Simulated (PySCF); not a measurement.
Correlation energy of Cl²⁺ (chlorine, charge +2)

[Ne] 3s1 3p4, 3s spin antiparallel (an excited configuration). Computed with PySCF 2.14 in def2-QZVPPD (10s7p5d2f1g, 79 functions), with the non-relativistic Hamiltonian (point nucleus). Frozen: [Ne]; 5 electrons correlated.

MP2 pair energies summed by pair of shells (mhartree):

```json
{"pair": "3p-3p", "energy": "-93.63", "share (%)": "50.2"}
{"pair": "3s-3p", "energy": "-92.86", "share (%)": "49.8"}
```

Total MP2 correlation energy: -186.48 mhartree.

Same-spin part -27.73 and opposite-spin part -158.76 mhartree; SCS-MP2 scales them by 1/3 and 6/5 to -199.75 mhartree.
